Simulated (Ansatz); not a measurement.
The inner images of a band of BH3O2 + H2S (9 atoms, charge 0, multiplicity 1) are given out of order.

Theory: RKS PBE0-D4/def2-SVP in Ansatz 0.2.0.

Initial state:

```xyz
9
Properties=species:S:1:pos:R:3
B 0.831 -0.456 -0.375
H 1.507 0.157 0.419
O 0.220 0.247 -1.364
O 0.675 -1.803 -0.330
H -0.884 2.002 1.788
S -1.876 1.220 1.313
H -0.281 -0.333 -1.952
H 1.124 -2.209 0.416
H -1.315 1.176 0.084
```

Final state:

```xyz
9
Properties=species:S:1:pos:R:3
B -0.297 -0.601 -0.525
H 1.624 1.999 1.823
O -0.252 0.034 -1.721
O 0.500 -1.683 -0.305
H 0.965 1.642 1.681
S -1.441 0.017 0.766
H 0.389 -0.378 -2.313
H 0.418 -2.072 0.570
H -1.906 1.043 0.025
```

Problem. Put them in order from the first end to the last, with their energies above the first end.
A.
```xyz
9
Properties=species:S:1:pos:R:3
B 0.799 -0.361 -0.381
H 1.460 0.293 0.393
O 0.298 0.270 -1.473
O 0.571 -1.690 -0.220
H -0.580 1.611 1.691
S -1.765 1.052 1.370
H -0.191 -0.342 -2.036
H 0.924 -2.034 0.605
H -1.515 1.201 0.052
```
B.
```xyz
9
Properties=species:S:1:pos:R:3
B -0.257 -0.430 -0.316
H 1.547 1.240 0.911
O -0.123 0.277 -1.464
O 0.583 -1.468 -0.056
H 0.841 1.241 1.195
S -1.602 0.031 0.843
H 0.562 -0.096 -2.030
H 0.434 -1.904 0.788
H -1.985 1.110 0.130
```
C.
```xyz
9
Properties=species:S:1:pos:R:3
B 0.799 -0.284 -0.378
H 1.446 0.399 0.386
O 0.389 0.297 -1.532
O 0.509 -1.590 -0.146
H -0.342 1.212 1.423
S -1.652 0.891 1.434
H -0.110 -0.324 -2.075
H 0.742 -1.879 0.740
H -1.781 1.278 0.148
```
D.
```xyz
9
Properties=species:S:1:pos:R:3
B -0.306 -0.519 -0.427
H 1.715 1.635 1.391
O -0.198 0.159 -1.595
O 0.541 -1.551 -0.165
H 0.977 1.454 1.449
S -1.600 -0.020 0.771
H 0.524 -0.186 -2.134
H 0.413 -1.970 0.691
H -2.064 0.999 0.020
```
E.
```xyz
9
Properties=species:S:1:pos:R:3
B 0.380 -0.123 -0.160
H 1.177 0.750 0.516
O 0.266 0.421 -1.414
O 0.729 -1.441 0.031
H 0.241 0.834 0.926
S -1.363 0.349 1.084
H -0.048 -0.246 -2.033
H 0.391 -1.839 0.836
H -1.773 1.295 0.214
```
F.
```xyz
9
Properties=species:S:1:pos:R:3
B -0.040 -0.280 -0.199
H 1.309 0.964 0.691
O 0.104 0.408 -1.369
O 0.689 -1.407 0.029
H 0.612 1.029 1.017
S -1.483 0.149 0.919
H 0.223 -0.209 -2.097
H 0.423 -1.879 0.823
H -1.837 1.225 0.187
```
G.
```xyz
9
Properties=species:S:1:pos:R:3
B 0.714 -0.177 -0.301
H 1.308 0.587 0.443
O 0.334 0.368 -1.483
O 0.584 -1.513 -0.082
H -0.131 0.905 1.129
S -1.454 0.590 1.296
H -0.098 -0.287 -2.043
H 0.521 -1.785 0.837
H -1.778 1.312 0.205
```

Solution. A (+1.3 kJ/mol), C (+6.5 kJ/mol), G (+38.1 kJ/mol), E (+143.4 kJ/mol), F (+31.5 kJ/mol), B (-24.4 kJ/mol), D (-30.2 kJ/mol).

Time of the run: 98 s on 2 threads of Intel(R) Xeon(R) 6975P-C (Granite Rapids), on a shared host, peak memory 0.17 GiB.
